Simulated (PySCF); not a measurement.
Start geometry of `C[S][InH2]` from GFN2-xTB (Å):
```
atom  x, y, z in Å
C1    -1.399   -0.096    0.275
S2    -0.328   -1.191   -0.685
In3    1.740   -0.038   -0.260
H4    -2.137    0.326   -0.411
H5    -0.847    0.743    0.702
H6    -1.901   -0.650    1.050
H7     3.340   -0.500   -0.826
H8     1.589    1.388    0.734
```

**Question.** What comes out of this run: PBE0-D3(BJ)/def2-SVP geometry optimisation, gas phase, def2 core potentials past Kr in PySCF?

**Answer.** 
```
atom  x, y, z in Å
C1    -1.4303   -0.1996    0.2153
S2    -0.0812   -1.1598   -0.5531
In3    1.8623    0.1883   -0.1528
H4    -2.1171    0.1557   -0.5659
H5    -1.0599    0.6665    0.7810
H6    -1.9843   -0.8579    0.8990
H7     3.3351   -0.4504   -0.7656
H8     1.5305    1.6382    0.7204
```

The energy falls by 9.3 kJ/mol over 10 energy and gradient evaluations, the largest force component goes from 0.0123 to 3.6e-04 Eh/bohr, and the atoms move by 0.155 Å rms after alignment. The bond that changes most is In3–H7 (ends: indium bonded to S and 2 H; hydrogen on indium), which shortens by 0.041 Å. Bonds longer at the end by more than 0.005 Å: 4 of 7; shorter: 3. Among the angles that change most is H7–In3–H8, from 118.5° to 131.1°. Among the dihedrals that turn most is H5–C1–S2–In3, from 3° to -8°. Rotational constants go from 13580, 2188, 1907 to 14267, 2080, 1836 MHz. The orientation of the end geometry is arbitrary; only internal coordinates are fixed.

The run used 83 basis functions and 62 SCF cycles in all.

Not checked by PBE0-D3(BJ)/def2-SVP frequencies. One conformer, not necessarily the lowest.
